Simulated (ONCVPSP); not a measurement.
u(r) = r·R(r): atom against pseudo-atom (aluminium)

Columns: radius, all-electron u(r) and pseudo u(r) of the 3s shell (level -11.09 eV) of aluminium in the configuration [Ne] 3s2 3p0.5; PBE, scalar-relativistic, ONCV scheme, ONCVPSP 4.0.1.

| r (bohr) | all-electron | pseudo |
| --- | --- | --- |
| 0.115 | 0.0971 | 0.0227 |
| 0.230 | -0.1413 | 0.0476 |
| 0.345 | -0.2833 | 0.0765 |
| 0.460 | -0.3000 | 0.1104 |
| 0.575 | -0.2325 | 0.1497 |
| 0.690 | -0.1209 | 0.1939 |
| 0.805 | 0.0072 | 0.2425 |
| 0.920 | 0.1353 | 0.2946 |
| 1.035 | 0.2540 | 0.3496 |
| 1.150 | 0.3586 | 0.4063 |
| 1.265 | 0.4473 | 0.4632 |
| 1.380 | 0.5201 | 0.5184 |
| 1.495 | 0.5780 | 0.5692 |
| 1.610 | 0.6226 | 0.6132 |
| 1.725 | 0.6549 | 0.6480 |
| 1.840 | 0.6762 | 0.6724 |
| 1.955 | 0.6876 | 0.6861 |
| 2.070 | 0.6905 | 0.6902 |
| 2.185 | 0.6862 | 0.6861 |
| 2.300 | 0.6757 | 0.6757 |
| 2.415 | 0.6602 | 0.6602 |
| 2.530 | 0.6408 | 0.6408 |
| 2.645 | 0.6182 | 0.6182 |
| 2.760 | 0.5934 | 0.5934 |
| 2.875 | 0.5669 | 0.5669 |
| 2.990 | 0.5395 | 0.5394 |

(1) How many radial nodes do the two functions have?

(2) At about which radius was the pseudo-wave matched?

(3) Is the pseudo-wave norm-conserving?

## Answers

(1) The all-electron 3s function has n − l − 1 = 2; the pseudo-wave has 0, since the states of the same l below it are removed with the core.

(2) 2.30 bohr. The columns agree to 0.0005 from 2.07 bohr on; several derivatives are matched, so the curves merge somewhat inside the radius.

(3) Yes: the ONCV scheme keeps the norm inside the radius equal to the all-electron one, which fixes the energy derivative of the logarithmic derivative at the level.
